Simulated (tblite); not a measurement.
Species: C₆H₁₀P₂Se.
Numbering: `[CH:1]#[C:2][CH2:3][P@:4]([CH3:5])(=[Se:6])[C:7](=[CH2:8])[PH2:9]` (hydrogens: H10 on C1; H11, H12 on C3; H13, H14, H15 on C5; H16, H17 on C8; H18, H19 on P9)

Computed with GFN2-xTB (tblite), gas phase: L-BFGS steps from a force-field or distance-geometry start until the largest atomic force falls under 0.01 eV/Å.

The end geometry, which sets the zero of energy:
```
atom  x, y, z in Å
C1      2.1419   -1.7741    0.8905
C2      1.8459   -0.6161    0.8068
C3      1.4750    0.7667    0.6739
P4      0.0564    1.0552   -0.4869
C5      0.4862    0.1132   -1.9924
Se6    -0.2405    3.0981   -0.8099
C7     -1.3569    0.1551    0.2514
C8     -2.2194    0.8449    0.9889
P9     -1.5857   -1.5959   -0.2299
H10     2.4175   -2.7820    0.9855
H11     2.3078    1.3574    0.2741
H12     1.1841    1.1927    1.6409
H13    -0.3709    0.1390   -2.6660
H14     0.7456   -0.9178   -1.7515
H15     1.3280    0.6139   -2.4722
H16    -3.0962    0.3955    1.4285
H17    -2.0760    1.9023    1.1616
H18    -0.5265   -2.0745    0.5385
H19    -2.5260   -1.8646    0.7607
```

**Question.** These geometries come from the run, each turned onto the end geometry. Order them by energy, lowest first.
A.
```
atom  x, y, z in Å
C1      2.9178   -1.2478    0.8692
C2      2.1804   -0.3129    0.8617
C3      1.2975    0.8360    0.8589
P4      0.0459    0.7731   -0.5001
C5      0.5680   -0.3384   -1.8363
Se6    -0.5412    2.5936   -1.2999
C7     -1.4758    0.2326    0.2911
C8     -1.8935    0.9723    1.3216
P9     -2.4949   -1.1590   -0.3068
H10     3.5575   -2.0922    0.8608
H11     1.9172    1.7287    0.7017
H12     0.7257    0.9036    1.8011
H13     0.3214    0.1956   -2.7644
H14     0.1064   -1.3285   -1.7987
H15     1.6498   -0.4399   -1.7964
H16    -2.8175    0.7210    1.8247
H17    -1.3352    1.8333    1.6944
H18    -1.9946   -1.7395   -1.5107
H19    -2.7447   -2.1227    0.7207
```
B.
```
atom  x, y, z in Å
C1      1.9560   -1.7278    1.1211
C2      1.7558   -0.5684    0.8951
C3      1.4884    0.8172    0.6153
P4      0.0493    1.0713   -0.5270
C5      0.4923    0.1279   -2.0299
Se6    -0.3375    3.1026   -0.8376
C7     -1.3209    0.1313    0.2400
C8     -2.0932    0.7633    1.1165
P9     -1.6639   -1.5475   -0.3990
H10     2.1529   -2.7365    1.3354
H11     2.3496    1.2959    0.1347
H12     1.2575    1.3626    1.5370
H13    -0.3797    0.0961   -2.6830
H14     0.8124   -0.8826   -1.7774
H15     1.2948    0.6616   -2.5405
H16    -2.9436    0.2910    1.5830
H17    -1.8982    1.7923    1.3825
H18    -0.5207   -2.1252    0.1470
H19    -2.4611   -1.9159    0.6793
```
C.
```
atom  x, y, z in Å
C1      2.6557   -1.3693    0.7830
C2      2.0350   -0.3468    0.8149
C3      1.2961    0.8873    0.8089
P4      0.0057    0.9107   -0.5234
C5      0.5932   -0.3216   -1.7365
Se6    -0.2730    2.8010   -1.3699
C7     -1.4965    0.2072    0.2619
C8     -1.9613    0.8334    1.3438
P9     -2.5668   -1.0398   -0.5601
H10     3.2035   -2.2625    0.7591
H11     1.9611    1.7253    0.5810
H12     0.8449    1.0674    1.7877
H13    -0.0546   -0.2802   -2.6052
H14     0.6027   -1.3129   -1.3002
H15     1.6007   -0.0613   -2.0449
H16    -2.8826    0.5270    1.8204
H17    -1.4359    1.6716    1.7771
H18    -1.5529   -1.7724   -1.1703
H19    -2.5848   -1.8550    0.5655
```
D.
```
atom  x, y, z in Å
C1      1.8615   -1.6305    1.1873
C2      1.7034   -0.4715    0.9289
C3      1.4482    0.9055    0.5986
P4      0.0305    1.0628   -0.5870
C5      0.5459    0.0911   -2.0452
Se6    -0.4403    3.0568   -0.9987
C7     -1.2899    0.0969    0.2322
C8     -1.8993    0.6610    1.2690
P9     -1.7789   -1.4913   -0.5286
H10     2.0146   -2.6393    1.4289
H11     2.3173    1.3827    0.1323
H12     1.1747    1.4765    1.4928
H13    -0.2843    0.0602   -2.7529
H14     0.8486   -0.9177   -1.7620
H15     1.3801    0.6177   -2.5103
H16    -2.7087    0.1821    1.7972
H17    -1.6146    1.6481    1.6088
H18    -0.7001   -2.2115   -0.0142
H19    -2.6183   -1.8706    0.5152
```
E.
```
atom  x, y, z in Å
C1      2.2670   -1.5295    1.0704
C2      1.8945   -0.4072    0.8895
C3      1.4444    0.9354    0.6398
P4      0.0272    1.0073   -0.5486
C5      0.5566   -0.0515   -1.9390
Se6    -0.4323    2.9759   -1.0953
C7     -1.3481    0.1068    0.2493
C8     -1.9065    0.6458    1.3260
P9     -2.0192   -1.3288   -0.6632
H10     2.6135   -2.5040    1.2440
H11     2.2389    1.5368    0.1834
H12     1.1285    1.4287    1.5639
H13    -0.2209   -0.0231   -2.7028
H14     0.7200   -1.0762   -1.6077
H15     1.4773    0.3692   -2.3470
H16    -2.7795    0.2227    1.7963
H17    -1.5182    1.5554    1.7601
H18    -1.1346   -2.2504   -0.0950
H19    -3.0184   -1.6044    0.2684
```

**Answer.** B (0.005 eV), D (0.017 eV), E (0.050 eV), C (0.246 eV), A (1.398 eV).

In the order of the answer:

```csv
step,E above end (eV),largest force (eV/Å),rms force component (eV/Å),rms distance from end (Å),rms bond change (Å),bond most changed (Å)
198,0.005,0.05,0.013,0.206,0.001,P4–C5 +0.002
149,0.017,0.04,0.016,0.362,0.001,C7–P9 -0.003
111,0.050,0.14,0.035,0.457,0.002,P9–H18 +0.005
42,0.246,0.20,0.074,0.757,0.004,C7–P9 +0.007
1,1.398,2.42,0.560,0.930,0.016,P9–H19 +0.039
```

What follows is the cost of the whole relaxation. On one thread of an Intel Xeon 6975P-C, no GPU, shared host, this took 3.5 s wall, 3.1 s CPU.
